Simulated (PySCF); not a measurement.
# KB: script and output

File input.py (PySCF 2.14):

```python
from pyscf import gto, scf, ci

mol = gto.M(
    atom='K 0 0 0; B 0 0 2.76',
    basis='ano-rcc-vdzp',
    charge=0,
    spin=0,
    verbose=4,
)
mf = scf.RHF(mol)
mf = mf.sfx2c1e()
mf.kernel()
ci.CISD(mf, frozen=6).kernel()
mf.dip_moment()
print('orbital energies (hartree):', mf.mo_energy[..., max(0, mol.nelec[1]-3):mol.nelec[0]+3].round(4))
```

```bash
$ OMP_NUM_THREADS=1 python input.py
```

It prints (some set-up lines and the per-cycle HOMO/LUMO lines with their warnings removed):

```
PySCF version 2.14.0

[INPUT] Symbol           X                Y                Z      unit          X                Y                Z       unit  Magmom
[INPUT]  1 K      0.000000000000   0.000000000000   0.000000000000 AA    0.000000000000   0.000000000000   0.000000000000 Bohr   0.0
[INPUT]  2 B      0.000000000000   0.000000000000   2.760000000000 AA    0.000000000000   0.000000000000   5.215644103800 Bohr   0.0

nuclear repulsion = 18.2144329845652
number of shells = 6
number of NR pGTOs = 160
number of NR cGTOs = 36
basis = ano-rcc-vdzp
ecp = {}

******** <class 'pyscf.x2c.sfx2c1e.sfX2C1eRHF'> ********
method = sfX2C1eRHF
initial guess = minao
damping factor = 0
level_shift factor = 0
DIIS = <class 'pyscf.scf.diis.CDIIS'>
SCF conv_tol = 1e-09
SCF max_cycles = 50

******** <class 'pyscf.x2c.sfx2c1e.SpinFreeX2CHelper'> ********
approx = 1e
xuncontract = 1
Initial guess from minao.
init E= -625.842576742804
cycle= 1 E= -625.804369091107  delta_E= 0.0382  |g|= 0.258  |ddm|=  1.5
cycle= 2 E= -625.909488681964  delta_E= -0.105  |g|= 0.311  |ddm|= 2.18
cycle= 3 E= -625.943162195271  delta_E= -0.0337  |g|= 0.132  |ddm|= 0.313
cycle= 4 E= -625.950737845577  delta_E= -0.00758  |g|= 0.0364  |ddm|= 0.135
cycle= 5 E= -625.951710004074  delta_E= -0.000972  |g|= 0.00609  |ddm|= 0.109
cycle= 6 E= -625.951789973446  delta_E= -8e-05  |g|= 0.00204  |ddm|= 0.0507
cycle= 7 E= -625.951799793348  delta_E= -9.82e-06  |g|= 0.000621  |ddm|= 0.021
cycle= 8 E= -625.951800810807  delta_E= -1.02e-06  |g|= 0.000155  |ddm|= 0.00715
cycle= 9 E= -625.951800865766  delta_E= -5.5e-08  |g|= 3.09e-05  |ddm|= 0.00178
cycle= 10 E= -625.951800866774  delta_E= -1.01e-09  |g|= 6.35e-06  |ddm|= 0.000216
cycle= 11 E= -625.951800866811  delta_E= -3.69e-11  |g|= 5.61e-07  |ddm|= 3.91e-05
Extra cycle  E= -625.951800866811  delta_E= -2.27e-13  |g|= 1.7e-07  |ddm|= 1.56e-06
converged SCF energy = -625.951800866811

******** <class 'pyscf.ci.cisd.RCISD'> ********
CISD nocc = 6, nmo = 30
frozen orbitals 6
max_cycle = 50
direct = 0
conv_tol = 1e-09
max_cycle = 50
max_space = 12
lindep = 0
nroots = 1
Init t2, MP2 energy = -0.238242497068301
RCISD converged
E(RCISD) = -626.2005639011142  E_corr = -0.2487630343032317
Dipole moment(X, Y, Z, Debye): -0.00000,  0.00000, -6.45865
orbital energies (hartree): [-0.9326 -0.4374 -0.1582  0.0158  0.0337  0.0337]
```

In short: E(SCF) = -625.951801 Eh, 11 cycles, E(CISD) − E(SCF) = -0.24876 Eh, μz(SCF) = -6.46 D.

Run time: 1.8 s on 1 thread of Arm Neoverse V2 (shared host), peak memory 0.13 GiB.

At this level a UHF run with spin=2 ends 1.32 eV lower; the true order of the states can differ. Stability towards an unrestricted solution was not tested. The bond length is a typed value, not an optimised one.
